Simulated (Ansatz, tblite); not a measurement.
Cost and result up the ladder for Te2Pd⁻ (the lowest doublet isomer of a short search) (3 atoms). Charge -1, multiplicity 2. Geometry: PBE-D4/def2-TZVPD.

```xyz
3

Pd    1.1241   -0.1751   -0.3572
Te   -0.6859   -1.5433    0.5883
Te   -0.4382    1.7184   -0.2311
```

Ansatz on 4 threads of AMD EPYC 7B13 on a shared host; xTB runs through tblite on one thread. Times are rough, summed over both states, and most runs start from the orbitals of an earlier one. ωB97M-V/def2-TZVPD serves as the yardstick here, not as an exact answer. The other state is a quartet at its own geometry.

In the def2 sets Pd, Te take a core potential; there is no spin–orbit coupling. The xTB rows come from tblite. HSE06 is defined as in plane-wave codes, on full-range PBE exchange. Correlated methods freeze 8 core orbitals; core or outer-core shells of Pd, Te are correlated, in sets that lack core-valence functions. Another isomer (doublet) lies 0.17 eV lower at PBE0-D4/def2-TZVPD.

Run but left out: HF/STO-3G, HF/def2-SVPD, HF/def2-TZVPD, MP2/def2-SVPD, MP2/def2-TZVPD, CCSD/def2-SVPD, CCSD(T)/def2-SVPD (doublet: ⟨S²⟩ 1.52 to 2.18, where a pure state has 0.75).

Correlated methods converge slowly with the basis.

xTB has no spin-polarisation term.

| level | functions | wall time | quartet − doublet (eV) | difference from ωB97M-V/def2-TZVPD (eV) | remarks |
| --- | --- | --- | --- | --- | --- |
| GFN1-xTB | 27 | 0.006 s | 1.44 | 0.72 | – |
| GFN2-xTB | 27 | 0.01 s | 2.11 | 1.39 | – |
| PBE-D4/def2-TZVPD | 158 | 5.5 s | 0.88 | 0.16 | HOMO above zero (quartet) |
| RPA@PBE/def2-TZVPD | 158 | 12 s | 0.92 | 0.20 | – |
| HSE06-D4/def2-TZVPD | 158 | 16 s | 0.83 | 0.11 | – |
| r2SCAN-D4/def2-TZVPD | 158 | 18 s | 0.87 | 0.15 | HOMO above zero (quartet) |
| B97M-V/def2-TZVPD | 158 | 19 s | 0.79 | 0.07 | HOMO above zero (quartet) |
| PBE0-D4/def2-TZVPD (with forces) | 158 | 36 s | 0.84 | 0.12 | – |
| ωB97X-V/def2-TZVPD | 158 | 58 s | 0.75 | 0.03 | – |
| ωB97M-V/def2-TZVPD | 158 | 74 s | 0.72 | 0.00 | – |
